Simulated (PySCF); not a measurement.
**Ionisation energy of K⁺ by level of theory**

K⁺ [Ar] (1S) → K²⁺ [Ne] 3s2 3p5 (2P), as a difference of total energies. Computed with PySCF 2.14 in def2-TZVP (6s4p3d, 33 functions), with the non-relativistic Hamiltonian (point nucleus). Correlated levels: valence: [Ne] 3s2 frozen. The calculations carry no spin-orbit coupling.

```tsv
method	ionisation energy (eV)
UHF	30.504
MN15	31.798
PBE	31.601
MP2 (valence)	31.673
SCS-MP2 (valence)	31.609
CCSD (valence)	31.634
CCSD(T) (valence)	31.647
```

Problem. How much does correlation contribute at CCSD(T) (valence)?

Solution. 31.647 − (30.504) = 1.143 eV, measured against UHF.

These non-relativistic numbers lack the scalar-relativistic shift.

The reference lies between the lowest fine-structure levels, while these numbers refer to the centres of the terms.

Errors of the correlated levels include the incompleteness of this basis and the frozen core.

For comparison: 31.625 eV (measured; NIST Atomic Spectra Database, ionization energies).
